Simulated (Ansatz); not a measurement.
A run of Ansatz (development build ahead of 0.2.0) on doublet CaHO at this shape:

```xyz
3

Ca    0.0000    0.0000    0.0000
O     0.0000    0.0000    1.9750
H     0.0000    0.0000    2.9300
```

Its results:

- Converged: yes
- Total energy: -753.22980 hartree
- Spin squared of the determinant: 0.750
- Stability test: minimum among restricted orbitals

Which input gives this output? Name the method, the orbitals and the basis set, and write the input.

PBE0 (restricted open-shell) in pcseg-2.

```yaml
crystal:
  periodic: [false, false, false]
  atoms:
    - { symbol: Ca, position_ang: [0.0, 0.0, 0.0] }
    - { symbol: O, position_ang: [0.0, 0.0, 1.975] }
    - { symbol: H, position_ang: [0.0, 0.0, 2.93] }
basis:
  gaussian: { orbitals: pcseg-2 }
magnetization:
  initial_magnetization: 1
hamiltonian:
  xc: pbe0
```
